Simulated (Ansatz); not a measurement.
Computed with Ansatz on PBE0-D4/def2-TZVP structures; ΔE is electronic, products minus reactants. CBS: MP2 limit from def2 TZ/QZ plus the TZ coupled-cluster correction, frozen cores. This one scheme is used for every species. DFT in def2-TZVPP. Each species was taken in one conformer, which may not be the lowest.

`CO[SiH](N)[SiH3]` → `N[SiH3]` + `CO[SiH]`  (silylene formation by 1,1-elimination)

| level | ΔE (kJ/mol) |
| --- | --- |
| PBE0 | 202.3 |
| HF/def2-QZVPP | 172.2 |
| MP2/def2-QZVPP | 202.7 |
| CCSD/CBS(def2) | 192.5 |

Task: What does CCSD(T)/CBS give? (An estimate is asked.)

Result: Ansatz gave: +195.8 kJ/mol. The listed levels differ from it by 6.5, -23.6, 6.9, -3.3 kJ/mol.

Largest T1 diagnostic among the species: 0.015.

From PBE to PBE0 (25 % exact exchange), in def2-TZVPP and without D4, ΔE moves by +11.5 kJ/mol. In def2-TZVPP, CCSD(T) changes the Hartree–Fock value by +16.6 kJ/mol (the triples alone add +3.3 kJ/mol) and MP2 by +26.4 kJ/mol. The D4 term adds +18.3 kJ/mol with B3LYP and +10.5 kJ/mol with PBE0; it sums over pairs of atoms, weighted by their polarisabilities, and B3LYP, whose exchange is more repulsive, gets the larger term.

B3LYP here is the variant with VWN-RPA as its local correlation; programs differ in this.
